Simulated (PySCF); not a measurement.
MoNMe3, C3H9MoN (singlet state).
Structure used (PBE0-D3(BJ)/def2-SVP), in Å, numbered top down from 1:
```
atom  x, y, z in Å
Mo1    0.0099    0.0039    0.3169
N2     0.0340    0.0079    1.9395
C3     2.0527   -0.0120   -0.1635
H4     2.5828    0.8195    0.3294
H5     2.1906    0.0508   -1.2573
H6     2.4924   -0.9536    0.2095
C7    -1.0268    1.7749   -0.1202
H8    -2.0403    1.7280    0.3135
H9    -1.0985    1.9186   -1.2128
H10   -0.5128    2.6379    0.3351
C11   -1.0291   -1.7673   -0.1116
H12   -2.0462   -1.6991    0.3117
H13   -0.5344   -2.6339    0.3567
H14   -1.0937   -1.9194   -1.2036
```

Computed with PySCF 2.14.0, density-fitted response routines, TDDFT PBE0/def2-SVPD, vertical, gas phase, core orbitals frozen in the response, def2 core potentials past Kr. Spin–orbit coupling is left out.

Ground-to-excited transition dipoles (e·a0, same axes as the geometry; the sign carries no meaning), for the states with f of 0.002 or more among the lowest 9:

```tsv
state	E (eV)	μx	μy	μz
S1	4.290	-0.045	0.042	0.002
S2	4.295	0.149	0.116	0.000
S3	4.298	0.105	-0.141	-0.001
S4	4.654	-0.402	0.141	0.008
S5	4.657	0.137	0.394	-0.008
S8	5.266	0.361	-0.201	-0.007
S9	5.268	0.203	0.360	0.003
```

(1) Work out the oscillator strengths.

Results:

(1) f = (2/3) ΔE |μ|² with ΔE in hartree (27.2114 eV).

```
state  |μ|² (au)  |μ| (D)      f
   S1      0.004     0.16  0.000
   S2      0.036     0.48  0.004
   S3      0.031     0.45  0.003
   S4      0.182     1.08  0.021
   S5      0.174     1.06  0.020
   S8      0.171     1.05  0.022
   S9      0.171     1.05  0.022
```

S1/S2/S3, S4/S5 and S8/S9 coincide within about 0.01 eV; within a degenerate level the directions of the single components are arbitrary.

The vertical ionisation energy (ΔSCF) is 9.69 eV, 4.42 eV above S9.
